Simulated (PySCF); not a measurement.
Working out the ionisation energy of B⁺

B⁺ [He] 2s2 (1S) → B²⁺ [He] 2s1 (2S). Calculation: PySCF 2.14, in aug-cc-pwCVDZ (5s4p2d, 27 functions); the non-relativistic Hamiltonian (point nucleus). Frozen: nothing. Energies in hartree (1 hartree = 27.21139 eV):

| part | B⁺ (lower) | B²⁺ (upper) |
| --- | --- | --- |
| UHF | -24.235833 | -23.374410 |
| CCSD correlation | -0.086759 | -0.027292 |
| (T) | -0.000347 | -0.000010 |

Problem. What does Hartree-Fock give?

Solution. (-23.374410) − (-24.235833) = 0.861423 hartree = 23.441 eV.

Problem. What do CCSD and CCSD(T) give?

Solution. The CCSD correlation energies differ by 0.059467 hartree = 1.618 eV and the triples by 0.000337 hartree = 0.009 eV, so CCSD gives 25.059 eV and CCSD(T) 25.068 eV.

Measured between the centres of the two terms (NIST): 25.155 eV, so CCSD(T) (valence and next inner shell) is off by -0.087 eV.

A double-zeta basis recovers only part of the correlation energy.

What remains against the reference includes basis incompleteness and higher excitations.
